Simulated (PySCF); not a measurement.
## Correlation energy of Er⁵²⁺ (erbium, charge +52)

[Ne] 3s2 3p4, high-spin 3P determinant. All numbers are calculated (PySCF 2.14, scalar relativity by spin-free X2C-1e, in an uncontracted even-tempered set (17 s from 12 bohr⁻², ratio 2.5; 12 p from 15 bohr⁻², ratio 2.5; 4 d from 64 bohr⁻², ratio 2.7; 4 f from 97 bohr⁻², ratio 2.7)). Frozen: 1s2; 14 electrons correlated; the 20 highest virtual orbitals of each spin left out.

```json
{"level": "CCSD", "correlation energy (mhartree)": "-610.83"}
{"level": "(T)", "correlation energy (mhartree)": "-0.74"}
{"level": "CCSD(T)", "correlation energy (mhartree)": "-611.57"}
```

Diagnostics: T1 = 0.00037, D1 = 0.0017, largest double amplitude 0.015.

Spin-orbit coupling is strong in this species (close to jj coupling), so the high-spin LS determinant is a model state, not a physical level.

Cost of the coupled-cluster step: of the order of 18 core-seconds, for 14 correlated electrons.

Iterations:

```
CC2 = 0
CCSD nocc = (np.int64(8), np.int64(6)), nmo = (80, 80)
frozen orbitals [[0, 81, 82, 83, 84, 85, 86, 87, 88, 89, 90, 91, 92, 93, 94, 95, 96, 97, 98, 99, 100], [0, 81, 82, 83, 84, 85, 86, 87, 88, 89, 90, 91, 92, 93, 94, 95, 96, 97, 98, 99, 100]]
max_cycle = 100
direct = 0
conv_tol = 1e-08
conv_tol_normt = 1e-06
diis_space = 8
diis_start_cycle = 0
Init t2, MP2 energy = -0.597862862413837
Init E_corr(UCCSD) = -0.597862862413878
cycle = 1  E_corr(UCCSD) = -0.608844471386866  dE = -0.010981609  norm(t1,t2) = 0.00570856
cycle = 2  E_corr(UCCSD) = -0.610529161140946  dE = -0.00168468975  norm(t1,t2) = 0.000931481
cycle = 3  E_corr(UCCSD) = -0.610828828150087  dE = -0.000299667009  norm(t1,t2) = 0.000163723
cycle = 4  E_corr(UCCSD) = -0.610826263784588  dE = 2.5643655e-06  norm(t1,t2) = 5.66785e-06
cycle = 5  E_corr(UCCSD) = -0.610826267559758  dE = -3.77516951e-09  norm(t1,t2) = 1.98679e-07
UCCSD converged
E(UCCSD) = -10354.79613122914  E_corr = -0.6108262675597578
UCCSD(T) correction = -0.000736003217432065
```

At this charge the one-electron X2C treatment keeps the bare 1/r₁₂, with no two-electron picture change or Breit term. The effect here is smaller than on the frozen 1s shell; and a scalar Hamiltonian misses the large spin-orbit splitting of the p shells, which matters for ns² → np² pairs.

Spin-orbit coupling is strong in this species, so the high-spin LS determinant is a model state.
